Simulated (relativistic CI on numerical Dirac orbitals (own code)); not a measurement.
Method of calculation: Dirac-Coulomb-Breit CI, separate exchange-only KLI orbitals for each configuration, QED by a radiative potential, unscaled Slater integrals (own radial code, finite nucleus).

The strongest absorption lines from the ground level of an ion, among the configurations computed and to levels below about 4710 eV (vacuum wavelength in Å, gf): 2.6452 (0.13), 2.6561 (0.056), 3.3308 (0.0039), 3.4716 (0.1), 3.5022 (0.36), 3.5416 (0.25), 43.690 (0.14), 128.79 (0.0077).

(1) Which ion is it?
A. Sr³⁴⁺
B. Ru⁴²⁺
C. Ru⁴⁰⁺
D. Nb³⁷⁺

## Answers

(1) C. Ru⁴⁰⁺ has 4 electrons and the ground level 2s2 1S_0; the strongest line goes to 2s.3p 1P°_1. The pattern of lines fixes the number of electrons, and along that sequence the line energies rise steadily with the charge (about as its square where n changes within one kind of shell, about linearly where n is kept but much faster in heavy ions where fine structure, which grows about as Z⁴, sets the gap, and irregularly where shells cross), which fixes Z. Configurations outside the model, such as inner-shell arrays, can give stronger lines. At this charge energies of transitions that change n are usually good to better than 1 %, and those within a shell (Δn = 0) to a few per cent.

LS names give the leading component of a level, which can be under half, so a name can repeat, a term be missing and a line seem to break the LS rules.
